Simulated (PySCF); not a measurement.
Question: Give a PBE0-D3(BJ)/def2-SVP geometry of `CB(C)C=C=COC`.

Answer: 
```xyz
19
C6H11BO angstrom
C      4.370   -0.300   -0.604
O      2.983   -0.300   -0.808
C      2.264    0.265    0.194
C      1.118    0.883    0.010
C     -0.076    1.420   -0.132
B     -1.389    0.560   -0.133
C     -2.747    1.280   -0.472
C     -1.348   -0.977    0.179
H      4.820   -0.878   -1.422
H      4.641   -0.777    0.357
H      4.788    0.723   -0.617
H      2.669    0.161    1.213
H     -0.130    2.510   -0.278
H     -2.803    2.311   -0.091
H     -2.785    1.367   -1.576
H     -3.647    0.725   -0.168
H     -1.783   -1.120    1.187
H     -0.343   -1.421    0.182
H     -2.002   -1.548   -0.501
```

Orientation and origin are arbitrary. Atoms count from 1 in this order. O2 (ether oxygen) is bent (angle 114.6°). The 2 C–O bonds span 1.357 Å (O2–C3, drawn single) to 1.401 Å (C1–O2, drawn single), a spread of 0.044 Å. B6 (three-coordinate boron) is planar (angles 121.0°, 120.9° and 118.1°, sum 360.0°, 0.01 Å off the plane of its three neighbours). Of the pairs four or more bonds apart, C4···H18 is among the closest relative to their van der Waals radii: 2.73 Å, 94 % of the sum of Bondi's values.

Bonds between heavy atoms (Å): C1–O2 1.401, O2–C3 1.357, C3=C4 1.315, C4=C5 1.318, C5–B6 1.569, B6–C7 1.573, B6–C8 1.569.

Method: PBE0-D3(BJ)/def2-SVP geometry optimisation, gas phase in PySCF.

Point group: C1 (no symmetry element, even within 0.4 Å). No frequency check. The numbers are those of one conformer (C1–O2–C3–C4 149°).

Time: 2.4 min of wall time; peak memory 0.84 GiB. Hardware: one thread, Arm Neoverse V1 (aarch64), no GPU (shared host). These figures are those of the optimisation.
